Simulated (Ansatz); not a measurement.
Cl5W (SMILES [Cl][W]([Cl])([Cl])([Cl])[Cl]), doublet, at a GFN2-xTB geometry (such geometries of metal compounds can be far from the true shape) (core potentials on W). Base run: R2SCAN/def2-SV(P) (Ansatz, a first-principles code).

Geometry (Å):
```xyz
6

W      0.0000     0.0000     0.0000
Cl     1.8455    -0.4082    -1.1680
Cl     0.9623    -0.9815     1.8636
Cl    -0.9623     0.9815    -1.8636
Cl    -1.6360    -1.5025     0.0535
Cl    -0.2096     1.9107     1.1145
```
Charge 0, spin multiplicity 2.
Orbitals are unrestricted.
All else is at Ansatz's defaults.

Each row names what was changed in the base input (with any setting that the change needs).

| change | E (Eh) | <S^2> | core-seconds (rough) | outcome |
|---|---|---|---|---|
| base | -2367.46351 | 0.757 | 200 | converged |
| functional = hse06 | -2366.74478 | 0.756 | 100 | converged |
| functional = B97M-V | - | - | - | cut at the time limit |
| functional = b3lyp5 | -2367.25664 | 0.754 | 80 | converged |
| functional = hf | -2363.29016 | 0.764 | 70 | converged |
| functional = pbe | -2366.66686 | 0.754 | 80 | converged |
| functional = wB97M-V | - | - | - | cut at the time limit |

Totals shift with the method and basis; they matter in differences.
